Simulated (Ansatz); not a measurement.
Gas-phase electronic energies from Ansatz, PBE0-D4/def2-TZVP geometries. CBS: MP2 limit from def2 TZ/QZ plus the TZ coupled-cluster correction, frozen cores. This one scheme is used for every species. One conformer a species, not always the lowest.

`F[SiH2]C[SiH3]` + `CB(N)O` → `CB(N)O[SiH3]` + `C[SiH2]F`  (ligand exchange at the Si–C bond)

`F[SiH2]C[SiH3]`:

```xyz
11

F    -0.662    2.021    0.945
Si   -0.608    1.373   -0.521
C     0.571   -0.058   -0.515
Si    0.257   -1.350    0.810
H    -1.980    0.921   -0.862
H    -0.178    2.443   -1.455
H     0.501   -0.544   -1.495
H     1.596    0.314   -0.416
H     0.525   -0.788    2.158
H    -1.159   -1.802    0.751
H     1.138   -2.530    0.601
```

`CB(N)O`:

Cartesian coordinates in Å:
```
C -1.083 -0.374 -0.368
B 0.263 0.266 0.153
N 1.474 -0.444 0.156
O 0.311 1.558 0.632
H -1.496 0.208 -1.200
H -0.969 -1.403 -0.716
H -1.845 -0.377 0.418
H 2.332 -0.039 0.487
H 1.556 -1.389 -0.169
H -0.542 1.993 0.607
```

`CB(N)O[SiH3]`:

Z-matrix (Å, degrees):
```
C
B 1 1.577
H 1 1.095 2 110.8
H 1 1.095 2 110.8 3 117.7
H 1 1.092 2 113.5 3 -121.2
N 2 1.401 1 122.1 3 121.0
O 2 1.382 1 121.2 3 -59.0
H 6 1.003 2 123.2 1 0.0
H 6 1.005 2 122.2 1 -179.9
Si 7 1.638 2 132.9 1 0.0
H 10 1.488 7 111.1 2 -60.4
H 10 1.488 7 111.1 2 60.5
H 10 1.483 7 107.5 2 -179.9
```

`C[SiH2]F`:

```xyz
8

C     0.186    0.906   -0.339
Si   -0.203   -0.788    0.307
F     1.115   -1.700    0.234
H     0.522    0.862   -1.377
H    -0.707    1.537   -0.298
H     0.966    1.383    0.257
H    -0.631   -0.744    1.728
H    -1.248   -1.455   -0.511
```

| species | MP2/def2-TZVPP energy (Eh) |
| --- | --- |
| `F[SiH2]C[SiH3]` | -720.08783 |
| `CB(N)O` | -196.29100 |
| `CB(N)O[SiH3]` | -486.55650 |
| `C[SiH2]F` | -429.85626 |

(1) Work out ΔE.

Largest T1 diagnostic among the species: 0.011.

Answers

(1) ΔE = (-486.55650) + (-429.85626) − (-720.08783) − (-196.29100) = -0.03393 Eh = -89.1 kJ/mol. CCSD(T)/CBS gives -88.2 kJ/mol.

From PBE to PBE0 (25 % exact exchange), in def2-TZVPP and without D4, ΔE moves by −3.6 kJ/mol. In def2-TZVPP, CCSD(T) changes the Hartree–Fock value by +18.8 kJ/mol (the triples alone add +2.3 kJ/mol) and MP2 by +17.8 kJ/mol.
